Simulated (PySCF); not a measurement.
Selenium: highly charged ions in a basis for the neutral atom

Se¹⁷⁺ [Ne] 3s2 3p5, Se¹⁸⁺ [Ne] 3s2 3p4. Computed with PySCF 2.14 in cc-pVDZ-DK, with the spin-free X2C one-electron Hamiltonian (Gaussian nucleus). No spin-orbit coupling, so a gap to NIST mixes the basis error with missing relativistic terms.

Changed run: basis of the neutral atom used for a highly charged ion. This setting is unsound on purpose.

```json
{"species": "Se¹⁷⁺", "method": "UHF", "sound run (hartree)": "not run", "changed run (hartree)": "-2272.50342", "converged": "yes"}
{"species": "Se¹⁷⁺", "method": "M06-L", "sound run (hartree)": "not run", "changed run (hartree)": "-2273.31474", "converged": "yes"}
{"species": "Se¹⁷⁺", "method": "LDA", "sound run (hartree)": "not run", "changed run (hartree)": "-2269.59141", "converged": "yes"}
{"species": "Se¹⁸⁺", "method": "UHF", "sound run (hartree)": "not run", "changed run (hartree)": "-2246.89488", "converged": "yes"}
{"species": "Se¹⁸⁺", "method": "M06-L", "sound run (hartree)": "not run", "changed run (hartree)": "-2247.63576", "converged": "yes"}
{"species": "Se¹⁸⁺", "method": "LDA", "sound run (hartree)": "not run", "changed run (hartree)": "-2243.91123", "converged": "yes"}
```

Ionisation energy of Se¹⁷⁺:

| method | changed run (eV) | NIST (eV) |
| --- | --- | --- |
| UHF | 696.84 | 693.4 ± 0.7 |
| M06-L | 698.76 | 693.4 ± 0.7 |
| LDA | 698.79 | 693.4 ± 0.7 |

The contracted functions were made for the neutral atom and can be too rigid for a highly charged ion.
